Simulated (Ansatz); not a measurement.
AlClFHZn from Hartree–Fock to CCSD(T)

Z-matrix (Å, degrees):
```
Al
F 1 1.651
Zn 1 2.853 2 93.1
Cl 1 2.101 2 116.7 3 98.2
H 1 1.570 2 119.6 3 -100.9
```

The species carries charge 0 and has multiplicity 1. For Zn the d shell is correlated and the shells below it are frozen. Scalar relativity is left out up to krypton. The bonds changed during the relaxation, so this is another structure than the one it started from. Geometry: relaxed with PBE0-D4/def2-TZVP. Frozen core, restricted reference, Ansatz 0.2.0.

| basis | HF (Eh) | MP2 corr. | CCSD corr. | (T) | CCSD(T) total |
| --- | --- | --- | --- | --- | --- |
| def2-SVP | -2578.83841 | ? | -0.68339 | ? | ? |
| def2-TZVPP | -2579.45755 | ? | -0.99565 | ? | ? |
| def2-QZVPP | -2579.52289 | -1.10263 | – | – | – |

**Question.** Fill in the withheld values. (Best estimate.)

**Answer.** The calculation gave: def2-SVP MP2 corr.: -0.67493; def2-SVP (T): -0.01510; def2-SVP CCSD(T) total: -2579.53690; def2-TZVPP MP2 corr.: -1.01453; def2-TZVPP (T): -0.03268; def2-TZVPP CCSD(T) total: -2580.48588.
